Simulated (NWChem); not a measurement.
Species: CdSi2H6; SMILES [SiH3][Cd][SiH3]

All runs: NWChem. Structure relaxed at the PBE0/def2-SVP level. def2 effective core potentials on Cd; no spin-orbit coupling. Ions are spin-unrestricted doublets at the neutral geometry; other ion states weren't tried.

### Question
Among these, which level gives the lowest value of “ΔSCF minus −ε(HOMO) (eV)”?
(A) B3LYP/def2-SVP
(B) PBE0/def2-SVP
(C) PBE/def2-SVP
(D) Hartree-Fock/def2-SVP

### Answer
D, Hartree-Fock/def2-SVP. Values: Hartree-Fock/def2-SVP -0.87; PBE0/def2-SVP 1.79; B3LYP/def2-SVP 1.99; PBE/def2-SVP 2.58
